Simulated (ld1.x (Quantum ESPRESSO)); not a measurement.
# Reading a pseudo-wave (chromium)

Columns: radius, all-electron u(r) and pseudo u(r) of the 3d shell (level -5.99 eV) of chromium in the configuration [Ar] 3d4 4s2 4p0; PBE, scalar-relativistic, PAW scheme, ld1.x (Quantum ESPRESSO) 7.5.

| r (bohr) | all-electron | pseudo |
| --- | --- | --- |
| 0.185 | 0.1795 | 0.0057 |
| 0.370 | 0.5245 | 0.0426 |
| 0.555 | 0.7545 | 0.1269 |
| 0.740 | 0.8463 | 0.2525 |
| 0.925 | 0.8441 | 0.3929 |
| 1.110 | 0.7937 | 0.5133 |
| 1.295 | 0.7238 | 0.5857 |
| 1.480 | 0.6493 | 0.6003 |
| 1.665 | 0.5774 | 0.5677 |
| 1.850 | 0.5113 | 0.5109 |
| 2.035 | 0.4519 | 0.4519 |
| 2.220 | 0.3993 | 0.3993 |
| 2.405 | 0.3528 | 0.3528 |
| 2.590 | 0.3118 | 0.3118 |
| 2.775 | 0.2755 | 0.2755 |
| 2.960 | 0.2435 | 0.2435 |
| 3.145 | 0.2151 | 0.2151 |
| 3.330 | 0.1900 | 0.1900 |
| 3.515 | 0.1677 | 0.1677 |
| 3.700 | 0.1480 | 0.1480 |
| 3.885 | 0.1305 | 0.1305 |
| 4.070 | 0.1151 | 0.1151 |
| 4.255 | 0.1015 | 0.1015 |
| 4.440 | 0.0895 | 0.0895 |
| 4.625 | 0.0789 | 0.0789 |
| 4.810 | 0.0696 | 0.0696 |

Q: How many radial nodes do the two functions have?

A: The all-electron 3d function has n − l − 1 = 0; the pseudo-wave has 0.

Q: At about which radius was the pseudo-wave matched?

A: 2.08 bohr. The columns agree to 0.0005 from 1.85 bohr on; several derivatives are matched, so the curves merge somewhat inside the radius.

Q: Is the pseudo-wave norm-conserving?

A: No, it belongs to a PAW set: the norm inside the radius is not constrained, and the difference is carried by the augmentation charge.
